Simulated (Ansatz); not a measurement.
CH₄N₂S, quintet, at a GFN2-xTB geometry of the parent state (a higher spin typed on purpose: for a closed-shell molecule this is an excited state); MP2/def2-SV(P) (Ansatz, a program for electronic structure).

The Ansatz input:
Ansatz 0.2 input:
```yaml
crystal:
  periodic: [false, false, false]
  atoms:
    - {symbol: N, position_ang: [0.84063889, -1.21868002, -0.43521389]}
    - {symbol: C, position_ang: [-0.07340802, -0.30783895, -0.02671367]}
    - {symbol: N, position_ang: [-1.31379611, -0.76552040, 0.26302879]}
    - {symbol: S, position_ang: [0.30715846, 1.28807913, 0.11177703]}
    - {symbol: H, position_ang: [0.67514581, -2.20504393, -0.31991705]}
    - {symbol: H, position_ang: [1.79486212, -0.90665769, -0.49376199]}
    - {symbol: H, position_ang: [-1.60346404, -1.68788922, -0.01790421]}
    - {symbol: H, position_ang: [-2.02853056, -0.07323863, 0.40872847]}
basis:
  gaussian:
    orbitals: def2-SV_P_.json
magnetization: {spin_polarized: true, initial_magnetization: 4}
correlation: {method: mp2}
```
The basis file holds def2-SV(P) in the JSON format of the Basis Set Exchange.

### Question
Predict the main parts of the log of this Ansatz run.

### Answer

```
Functional definition: HF
718 factors; integrals over basis functions are off by at most 1.3e-3 eV
mean field evaluation 1: about -14851.4527 eV, gradient 2.8e1 eV
mean field evaluation 2: about -14851.4597 eV, gradient 2.8e1 eV
mean field evaluation 4: about -14855.8193 eV, gradient 3.2e0 eV
mean field evaluation 8: about -14855.9570 eV, gradient 3.8e-1 eV
mean field evaluation 16: about -14857.0107 eV, gradient 4.1e-2 eV
mean field evaluation 32: about -14857.1931 eV, gradient 1.8e0 eV
mean field evaluation 64: about -14855.7922 eV, gradient 1.6e0 eV
mean field evaluation 96: about -14857.0098 eV, gradient 8.8e-5 eV
mean field evaluation 128: about -14857.9447 eV, gradient 7.4e-2 eV
mean field evaluation 160: about -14854.8884 eV, gradient 1.4e0 eV
mean field evaluation 192: about -14855.9091 eV, gradient 4.2e-1 eV
mean field evaluation 224: about -14855.8762 eV, gradient 5.2e-1 eV
mean field evaluation 256: about -14855.8309 eV, gradient 2.4e-2 eV
mean field -14857.94569103 eV, -546.0194330681 hartree, gradient 2.9e-6 eV, S^2 6.035699; 15 other end points of the search recorded, 0 dependent functions left out
8 core orbitals not correlated
reference -14857.94569103 eV, -546.0194330681 hartree; 14, 10 occupied and 46, 50 virtual orbitals, 718 factors
second order -13.97104770 eV of doubles, -0.00000000 eV of singles
Total energy: -14871.91673873 eV, -546.5328596011 hartree
```
